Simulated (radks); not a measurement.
Excited configurations of Te XL: one electron is placed in a higher orbital outside [Ne] 3s2. The ground configuration is [Ne] 3s2 3p1. Calculated with a radial shooting solver on a logarithmic mesh with Libxc functionals: Dirac Kohn-Sham, PBE, spin-unpolarised, spherical densities, point nucleus; open shells are shared between the two j in proportion to 2j + 1. Excitation = E - E(ground); binding = E(ion) - E, where the ion is the core of charge +40; n* = 40/sqrt(2 binding) in atomic units. These energies are relativistic, and a one-electron ion of charge +40 with no core already has n* below n in this formula (Dirac formula, point nucleus, mean over j: 4s 3.965, 4d 3.991, 5d 4.989, 6s 5.962, 6d 5.988, 7d 6.987). The quantum defect is therefore taken as that value minus n*, so that it holds no relativistic shift of the bare ion. Eigenvalue and <r> are those of j = l + 1/2.

outer orbital,excitation (eV),binding (eV),n*,quantum defect,eigenvalue (eV),<r> (bohr)
4s,1194.8,1548.8,3.749,0.215,-1528.6,0.5280
4d,1319.7,1423.9,3.910,0.081,-1399.0,0.4997
5d,1838.8,904.86,4.905,0.084,-891.68,0.8297
6s,2083.4,660.19,5.742,0.219,-652.86,1.238
6d,2118.5,625.13,5.901,0.087,-616.90,1.234
7d,2286.0,457.66,6.897,0.091,-451.84,1.712

The Delta-SCF ionisation energy is 2743.6 eV (NIST Atomic Spectra Database: 2788 eV, theoretical). Self-interaction in the functional shifts the binding energies and quantum defects, so they are the method's values and not measured ones. Spin polarisation and multiplet splitting are left out, so open shells lie too high by an amount that depends on their filling. Sharing an open shell by 2j + 1 raises it above the true ground level by a part of the spin-orbit splitting, which enters the differences from NIST.

Beside tabulated values, note that spin-unpolarised runs miss the spin-polarisation part of the exchange energy of open shells.
